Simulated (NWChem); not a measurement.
# SnHI, singlet; SMILES [SnH][I]

Program: NWChem. Low-valent species are run as closed-shell singlets; no triplet was tried in these runs. Structure relaxed at the PBE0/def2-SVP level. def2 effective core potentials on Sn, I; no spin-orbit coupling. Ions are spin-unrestricted doublets at the neutral geometry; other ion states weren't tried.

```tsv
level	vertical ionisation energy, ΔSCF (eV)	−ε(HOMO) (eV)	ΔSCF minus −ε(HOMO) (eV)
B3LYP/def2-SVPD	8.77	6.59	2.18
PBE/def2-SVPD	8.57	5.78	2.79
BHandHLYP/def2-SVPD	8.82	7.64	1.18
r2SCAN/def2-SVPD	8.70	6.03	2.67
PBE0/def2-SVPD	?	?	?
```

Question: Fill in the missing entries.

Answer: 
- PBE0/def2-SVPD, vertical ionisation energy, ΔSCF (eV): 8.76
- PBE0/def2-SVPD, −ε(HOMO) (eV): 6.78
- PBE0/def2-SVPD, ΔSCF minus −ε(HOMO) (eV): 1.98
